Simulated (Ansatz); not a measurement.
`[CH3][Al]([OH])[F]` + CH₃OH → `C[O][Al]([CH3])[OH]` + H–F  (ligand exchange at the Al–F bond)

Calculated with Ansatz (gas phase, PBE0-D4/def2-TZVP geometries, no zero-point term in ΔE). CCSD(T)/CBS is the MP2 limit (def2-TZVPP, def2-QZVPP) plus CCSD(T) − MP2 in def2-TZVPP, frozen cores. This one scheme is used for every species. Functionals use def2-TZVPP. B3LYP here is the variant with VWN-RPA as its local correlation; programs differ in this. Each species was taken in one conformer, which may not be the lowest.

```tsv
level	ΔE (kJ/mol)	difference from CCSD(T)/CBS
LDA (SPW92)	52.9	-2.6
BLYP-D4	57.1	1.6
CAM-B3LYP-D4	58.2	2.7
ωB97M-V	58.0	2.5
B2PLYP	59.9	4.4
PBE-QIDH	56.3	0.8
BLYP	65.1	9.6
PBE0	59.3	3.8
B3LYP	63.2	7.7
BHLYP	62.6	7.1
CAM-B3LYP	62.3	6.8
LC-ωPBE	60.9	5.4
CCSD(T)/def2-SVP	59.3	3.8
MP2/def2-TZVPP	53.4	-2.1
CCSD/def2-TZVPP	56.3	0.8
MP2/def2-QZVPP	54.2	-1.3
CCSD(T)/CBS	55.5	0
```

Largest T1 diagnostic among the species: 0.012.

In def2-TZVPP, CCSD(T) changes the Hartree–Fock value by −9.6 kJ/mol (the triples alone add −1.6 kJ/mol) and MP2 by −10.9 kJ/mol. At CCSD(T), def2-SVP lies +3.8 kJ/mol from the extrapolated value and def2-TZVPP −0.8 kJ/mol. Leaving LDA and LC-ωPBE aside and taking each functional with its dispersion term where it has one, the values, not all of them listed here, spread over 6.7 kJ/mol, from revPBE-D4 to B97M-V. LDA lies −7.7 kJ/mol from PBE without D4.
